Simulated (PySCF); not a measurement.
## Basis-set dependence of SiI⁺ at PBE0

PySCF, UKS reference; singlet, unpaired electrons none; De to Si⁺ + I without counterpoise correction.

```csv
basis,relativity,functions,Re (Å),ωe (cm⁻¹),De (eV),μ (D)
cc-pV(D+d)Z/cc-pVDZ-PP,scalar-relativistic core potentials,46,2.327,456,4.19,-4.91
x2c-SVPall,spin-free X2C,54,2.325,458,4.21,-4.86
def2-SVPD,scalar-relativistic core potentials,59,2.329,453,4.17,-4.75
def2-TZVPPD,scalar-relativistic core potentials,107,2.316,456,4.30,-4.67
```

Q: How does each smaller set differ from the one with most functions, def2-TZVPPD?

A: cc-pV(D+d)Z/cc-pVDZ-PP: +1.1 pm, +0.0 % in ωe, -0.11 eV in De; x2c-SVPall: +0.9 pm, +0.4 % in ωe, -0.09 eV in De; def2-SVPD: +1.3 pm, -0.7 % in ωe, -0.13 eV in De. All at PBE0; the set with most functions is neither the basis-set limit nor always the best. The rows treat relativity differently, so the differences are not basis effects alone.

A positive dipole points towards I; it is taken about the centre of mass and depends on that origin. Spin–orbit coupling is left out, which matters for elements this heavy, above all for dissociation energies. For an ion De counts to the pair picked by the measured ionisation energies or electron affinities, which need not be the lowest pair at this level.
